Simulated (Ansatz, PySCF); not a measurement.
Species: CaF, net charge 1, singlet state. SMILES: [F][Ca+]
Geometry from a B3LYP-D3(BJ)/def2-TZVP (Ansatz, a program for electronic structure) optimisation:
```
Ca
F 1 1.8817
```
Charge +1, spin multiplicity 1.

Quantity: vertical ionisation energy (to the doublet state of charge +2; each state is the SCF solution reached for its spin), in eV. Valence correlation only, unless marked. UHF or UKS for open shells. No spin-orbit coupling. Frozen are the shells of the preceding noble gas and the d and f shells that filled before the atom's block. The outer core of K, Ca and their heavier congeners is not correlated, a term that matters for these elements. Non-relativistic. CBS(X,Y): correlation extrapolated as X^-3; Hartree-Fock from the larger set.

```tsv
level	program	vertical ionisation energy (eV)
SVWN5/def2-TZVPD	Ansatz	19.41
PBE/def2-TZVPD	Ansatz	18.86
r2SCAN/def2-TZVPD	Ansatz	18.49
B3LYP/def2-TZVPD	Ansatz	18.62
PBE0/def2-TZVPD	Ansatz	18.37
BHLYP/def2-TZVPD	Ansatz	17.92
CAM-B3LYP/def2-TZVPD	Ansatz	18.57
wB97M-V/def2-TZVPD	Ansatz	18.35
wB97X-V/def2-TZVPD	Ansatz	18.38
CCSD/def2-SVPD	Ansatz	17.93
CCSD/def2-TZVPPD	Ansatz	17.87
CCSD/def2-QZVPPD	Ansatz	17.99
CCSD/CBS(def2-TZVPPD,def2-QZVPPD)	Ansatz	18.06
CCSD(T)/def2-SVPD	Ansatz	18.01
CCSD(T)/def2-TZVPPD	Ansatz	18.00
CCSD(T)/def2-QZVPPD	Ansatz	18.14
CCSD(T)/CBS(def2-TZVPPD,def2-QZVPPD)	Ansatz	18.21
```

For comparison, minus the highest occupied orbital energy (PySCF): 13.50 eV at BP86/def2-TZVPD, 15.94 eV at MN15/def2-TZVPD, 13.69 eV at SVWN5/def2-TZVPD.
